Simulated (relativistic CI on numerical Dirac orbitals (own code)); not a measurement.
**Spin-allowed bands of a d8 ion in an octahedral site, by hand**

Problem. Take Δ = 11850 cm⁻¹ and B = 790 cm⁻¹ for a d8 ion in an octahedral site. Calculate the three spin-allowed bands.

Working.
1. The terms of highest spin are 3F (energy 0) and 3P (15B = 11850 cm⁻¹). Here the F term splits into A2 at −1.2Δ = -14220, T2 at −0.2Δ = -2370 and T1 at +0.6Δ = 7110 cm⁻¹.
2. The two T1 states mix through the element 0.4Δ: H = [[7110, 4740], [4740, 11850]], with roots ½(H₁₁ + H₂₂) ∓ ½√[(H₂₂ − H₁₁)² + 4H₁₂²] = ½(18960) ∓ ½(10599) = 4181 and 14779 cm⁻¹.
3. The ground term is 3A2 at -14220 cm⁻¹.
4. Bands: 3T2 11850 cm⁻¹ (844 nm), 3T1(F) 18401 cm⁻¹ (543 nm), 3T1(P) 28999 cm⁻¹ (345 nm).

Check. Exact diagonalisation of the whole d8 shell with these parameters gives 3T2 11850, 3T1 18401, 3T1 28999 cm⁻¹. The match is exact, since without spin-orbit coupling no other term has this spin. The ratio of the second band to the first, 1.553, depends on Δ/B = 15.0 alone, which is how a Tanabe-Sugano diagram is read.
